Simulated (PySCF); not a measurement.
## How methods differ on the ionisation energy of Se

Se [Ar] 3d10 4s2 4p4 (3P) → Se⁺ [Ar] 3d10 4s2 4p3 (4S), as a difference of total energies. Computed with PySCF 2.14 in def2-QZVPPD (12s8p5d4f1g, 98 functions), with the non-relativistic Hamiltonian (point nucleus). Correlated levels: valence: [Ar] 3d10 frozen. The calculations carry no spin-orbit coupling.

```csv
method,ionisation energy (eV),difference from reference (eV)
UHF,8.587,-1.048
MP2 (valence),9.363,-0.272
SCS-MP2 (valence),9.448,-0.187
CCSD (valence),9.484,-0.151
CCSD(T) (valence),9.523,-0.112
```

Reference: 9.635 eV (measured; NIST levels, between the centres of gravity of the two terms).

These non-relativistic numbers lack the scalar-relativistic shift.

Errors of the correlated levels include the incompleteness of this basis and the frozen core.
